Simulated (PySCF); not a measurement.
## Electronic absorption of C4H4Se2

Species: C₄H₄Se₂.
InChI=1S/C4H4Se2/c1-2-6-4-3-5-1/h1-4H

Theory: TDDFT CAM-B3LYP/def2-SVPD, vertical, gas phase, core orbitals frozen in the response (PySCF). Isolated species at its PBE0-D3(BJ)/def2-SVP geometry (one conformer only). Relativistic effects, spin–orbit coupling among them, are left out although an element past zinc is present.

```
state  E (eV)  λ (nm)  ν̃ (cm⁻¹)       f  symmetry  main configurations (H = HOMO, L = LUMO)
   S1    3.91   317.5      31500  0.0000         –                                 H→L (96%)
   S2    4.81   257.5      38830  0.0054  B1 or B2     H→L+2 (56%), H-1→L (20%), H→L+7 (18%)
   S3    4.96   250.1      39990   0.125  B1 or B2                               H→L+1 (93%)
   S4    5.25   236.3      42310   0.012        A1                               H→L+3 (82%)
   S5    5.48   226.1      44220  0.0000         –                H→L+6 (68%), H-1→L+2 (17%)
   S6    5.52   224.6      44530   0.019  B1 or B2                  H-1→L (75%), H→L+2 (16%)
   S7    5.85   211.8      47200  0.0012         –                               H→L+5 (80%)
   S8    6.04   205.4      48690   0.012  B1 or B2                H→L+4 (73%), H-1→L+3 (22%)
   S9    6.05   205.1      48760   0.016        A1                             H-1→L+1 (89%)
  S10    6.24   198.7      50320  0.0037  B1 or B2                  H→L+7 (74%), H→L+2 (22%)
```

Triplets, Tamm–Dancoff:

```csv
state,E (eV),λ (nm),"main configurations (H = HOMO, L = LUMO)"
T1,3.35,370.2,H→L (81%)
T2,3.61,343.5,"H→L+1 (75%), H-2→L (13%)"
T3,4.41,281.0,"H→L+2 (48%), H-1→L (24%), H→L+7 (21%)"
T4,4.82,257.2,"H→L+3 (59%), H→L+5 (14%), H→L+10 (8%)"
```

The lowest singlet comes at 317 nm (377 kJ/mol) in the ultraviolet; it is dark (f under 0.0005); its leading configuration is HOMO→LUMO (96%). The strongest level in the table is S3 at 4.96 eV (250 nm, f = 0.125). S8/S9 lie within about 0.01 eV of each other. Löwdin shares by element: HOMO selenium 56%, carbon 20% or more (atoms not listed hold the other 24%); LUMO selenium 31%, carbon 29% or more (atoms not listed hold the other 40%). Weighted by f, the mean energy of these states is 5.21 eV. The oscillator strengths of these states sum to 0.194; summed over the whole spectrum of an exact calculation they would give the number of electrons, 96 (Thomas–Reiche–Kuhn). The listed states span 2.33 eV, and the widest gap between neighbours is 0.91 eV (S1 to S2). The vertical ionisation energy (ΔSCF) is 7.93 eV, 1.69 eV above S10. Symmetry labels in C2v follow from the direction of the transition dipole and are given only for states with f of 0.002 or more; B1 and B2 swap with the choice of axes. The window holds the lowest 10 singlets.

Hardware: an Arm Neoverse V1 with one thread, shared host. Cost: 67 s wall (grids of density and orbitals included).
